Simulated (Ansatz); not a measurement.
Abridged output of a molecular run in Ansatz:

```
Functional definition: HF
1510 factors; integrals over basis functions are off by at most 8.6e-4 eV
mean field evaluation 1: about -34260.6190 eV, gradient 7.9e1 eV
mean field evaluation 2: about -34260.9464 eV, gradient 8.0e1 eV
mean field evaluation 4: about -34272.2294 eV, gradient 1.2e1 eV
mean field evaluation 8: about -34272.5361 eV, gradient 1.2e0 eV
mean field evaluation 16: about -34272.5410 eV, gradient 2.6e-6 eV
mean field -34272.54102161 eV, -1259.4926517816 hartree, gradient 2.5e-6 eV, S^2 0.000000; 0 other end points of the search recorded, 0 dependent functions left out
13 core orbitals not correlated: weight in the atoms' cores, before any rotation towards them, 1.000 or more for the frozen orbitals, at most 0.000 for the correlated occupied ones
reference -34272.54102161 eV, -1259.4926517816 hartree; 24, 24 occupied and 196, 196 virtual orbitals, 1510 factors
second order -44.47852097 eV of doubles, -0.00000000 eV of singles
cycle   1  -41.19002773 eV  change     3.3e0 eV  update   3.0e-1
cycle   2  -43.01778166 eV  change    -1.8e0 eV  update   2.0e-1
cycle   3  -43.39512633 eV  change   -3.8e-1 eV  update   4.4e-2
cycle   4  -43.42735150 eV  change   -3.2e-2 eV  update   2.0e-2
cycle   5  -43.38599989 eV  change    4.1e-2 eV  update   6.0e-3
cycle   6  -43.38483368 eV  change    1.2e-3 eV  update   2.8e-3
cycle   7  -43.38614264 eV  change   -1.3e-3 eV  update   9.9e-4
cycle   8  -43.38561587 eV  change    5.3e-4 eV  update   4.5e-4
cycle   9  -43.38558297 eV  change    3.3e-5 eV  update   2.2e-4
cycle  10  -43.38592212 eV  change   -3.4e-4 eV  update   8.8e-5
cycle  11  -43.38585159 eV  change    7.1e-5 eV  update   6.4e-5
cycle  12  -43.38570469 eV  change    1.5e-4 eV  update   2.8e-5
cycle  13  -43.38577816 eV  change   -7.3e-5 eV  update   1.3e-5
cycle  14  -43.38574346 eV  change    3.5e-5 eV  update   5.4e-6
perturbative correction -2.25269519 eV, -0.0827850215 hartree
Total energy: -34318.17946027 eV, -1261.1698334674 hartree
```

Its atoms:

Cartesian coordinates in Å:
```
O -0.031 -1.707 0.341
W -0.009 -0.086 -0.055
F 1.080 0.043 -1.551
F -1.371 0.138 -1.295
Cl -1.428 0.868 1.447
Cl 1.759 0.744 1.113
```

Question: Which basis set was used?
A. def2-SVP
B. def2-TZVPP
C. cc-pV(D+d)Z
D. def2-SVPD

Answer: B. It gives 233 functions.

Question: Write the keys of the input that set method, charge and spin (a neutral closed shell needs none for the last two).

Answer: 
```yaml
correlation: {method: ccsd_t}
```
